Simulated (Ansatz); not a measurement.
`B[NH][GeH]([CH3])[F]` → B• + C• + F• + Ge• + 7 H• + N•  (atomization)

Isolated molecules relaxed with PBE0-D4/def2-TZVP in Ansatz; ΔE leaves out vibrations. CBS: MP2 limit from def2 TZ/QZ plus the TZ coupled-cluster correction, frozen cores. This one scheme is used for every species, atoms too. Functionals use def2-TZVPP. No spin–orbit coupling; open shells (•) take unrestricted orbitals. Spin–orbit coupling would lower the free atoms: a little for B, C, F; clearly for Ge. For Ge outer-core shells are correlated without core-valence functions, so the limit isn't a true one: a few kJ/mol of doubt a bond, and 10 to 20 or more in all where bonds break to atoms. Scalar relativity is left out up to krypton. One conformer a species, not always the lowest.

```
    level  ΔE (eV)
   PBE-D4    45.36
r2SCAN-D4    44.87
   revPBE    43.59
  r2SCAN0    44.19
```

(1) What does CCSD(T)/CBS give? (Best estimate.)

Largest T1 diagnostic among the species: 0.014.

## Answers

(1) Computed: +44.85 eV. The listed levels differ from it by 0.51, 0.02, -1.26, -0.66 eV.

In def2-TZVPP, CCSD(T) changes the Hartree–Fock value by +10.68 eV (the triples alone add +0.58 eV) and MP2 by +11.26 eV; breaking electron pairs costs correlation energy, which Hartree–Fock lacks. Leaving LDA and LC-ωPBE aside and taking each functional with its dispersion term where it has one, the values, not all of them listed here, spread over 1.59 eV, from BHLYP-D4 to PBE-D4. LDA lies +5.69 eV from PBE without D4, its usual overbinding. From BLYP to BHLYP (50 % exact exchange), in def2-TZVPP and without D4, ΔE moves by −0.72 eV: exact exchange takes away binding that semilocal exchange gives to molecules.

For atomizations the MP2-based limit and the directly extrapolated one differ by several kJ/mol either way, and by 10 to 25 for some Ge, Se and Sn compounds, so smaller differences from it don't rank the levels.
